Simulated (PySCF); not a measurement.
C4H5BCl2.
Atom-mapped SMILES: `[CH3:1][C:2]#[C:3][CH2:4][B:5]([Cl:6])[Cl:7]` (hydrogens: H8, H9, H10 on C1; H11, H12 on C4)

Method: PBE0-D3(BJ)/def2-SVP geometry optimisation, gas phase in PySCF.

Task: List the bond lengths, angles and torsions at this level.

Result: 
| bond | length (Å) |
| --- | --- |
| C1–C2 | 1.454 |
| C2≡C3 | 1.212 |
| C3–C4 | 1.452 |
| C4–B5 | 1.573 |
| B5–Cl6 | 1.754 |
| B5–Cl7 | 1.742 |
| C1–H8, C1–H9, C1–H10 | 1.101 |
| C4–H11, C4–H12 | 1.107 |

Bonds in one row agree within 0.01 Å and their mean is given. A selection of angles:
| angle | degrees |
| --- | --- |
| C2–C1–H8 | 111.4 |
| H8–C1–H9 | 107.7 |
| C1–C2–C3 | 179.7 |
| C2–C3–C4 | 178.7 |
| C3–C4–B5 | 116.8 |
| C3–C4–H11 | 111.2 |
| B5–C4–H11 | 107.0 |
| B5–C4–H12 | 106.0 |
| H11–C4–H12 | 103.9 |
| C4–B5–Cl6 | 118.6 |
| C4–B5–Cl7 | 122.8 |
| Cl6–B5–Cl7 | 118.6 |

Torsions: C3–C4–B5–Cl6 177° (antiperiplanar). The mirror-image conformer, all signs reversed, is as good.

The C–C distances run from 1.212 Å (C2≡C3, drawn triple) to 1.454 Å (C1–C2, drawn single), a spread of 0.242 Å. B5 (three-coordinate boron) is planar (angles 122.8°, 118.6° and 118.6°, sum 360.0°, 0.00 Å off the plane of its three neighbours).

PBE0-D3(BJ)/def2-SVP frequencies: not computed here. One conformer, not necessarily the lowest.
